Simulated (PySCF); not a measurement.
C4H5Cl.

```xyz
10

C     -0.4405     2.0780     0.0000
C      0.6018     1.2364     0.0000
C      0.5413    -0.2254     0.0000
C      1.6233    -1.0189     0.0000
Cl    -1.0578    -0.9556     0.0000
H     -1.4680     1.7078     0.0000
H     -0.2865     3.1592     0.0000
H      1.6223     1.6345     0.0000
H      2.6199    -0.5711     0.0000
H      1.5402    -2.1060     0.0000
```
Charge 0, spin multiplicity 1.

Geometry: B3LYP-D3(BJ)/def2-SVP. Other conformers were not sampled.

Level of theory: KT2/pcSseg-1 (PySCF). Non-relativistic, no solvent.

Computed absolute GIAO shielding of each atom: isotropic value and principal components (ppm):
| atom | σ(iso) | σ11 | σ22 | σ33 | span |
|---|---|---|---|---|---|
| C1 | 66.5 | -29.6 | 64.5 | 164.6 | 194.3 |
| C2 | 50.8 | -46.2 | 62.3 | 136.3 | 182.5 |
| C3 | 38.0 | -52.3 | 67.1 | 99.1 | 151.4 |
| C4 | 69.8 | -16.7 | 86.8 | 139.4 | 156.1 |
| Cl5 | 725.2 | 481.2 | 705.4 | 988.9 | 507.8 |
| H6 | 25.5 | 22.8 | 23.6 | 30.0 | 7.2 |
| H7 | 25.8 | 24.1 | 24.9 | 28.5 | 4.4 |
| H8 | 25.0 | 23.1 | 24.4 | 27.5 | 4.4 |
| H9 | 25.9 | 23.2 | 24.5 | 29.9 | 6.7 |
| H10 | 25.8 | 23.3 | 23.7 | 30.5 | 7.2 |
